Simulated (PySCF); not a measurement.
Method: B3LYP-D3(BJ)/def2-TZVP // r2SCAN-D4/def2-SVP (PySCF). Gas-phase values, no solvent. B3LYP has the VWN-RPA correlation part, as in Gaussian. 

Reference species: [Hf(Cl)4] (neutral, multiplicity 1).

- coordination number = 4
- mean distance from the central atom to its bonded neighbours = 2.333 Å
- HOMO = -9.42 eV
- charge on the central atom (Mulliken) = 1.21 e

Changed species: [Hf(Cl)3(H)] (1 of 4 Cl replaced by H; the reference has 0 of 4 Cl replaced by H).

Task: Predict the effect on the coordination number, mean distance from the central atom to its bonded neighbours, HOMO and charge on the central atom (Mulliken).

Result: the coordination number stays essentially unchanged; the mean distance from the central atom to its bonded neighbours decreases by 0.126 Å, to 2.207 Å; the HOMO rises by 0.37 eV, to -9.05 eV; the charge on the central atom (Mulliken) decreases by 0.14 e, to 1.07 e.
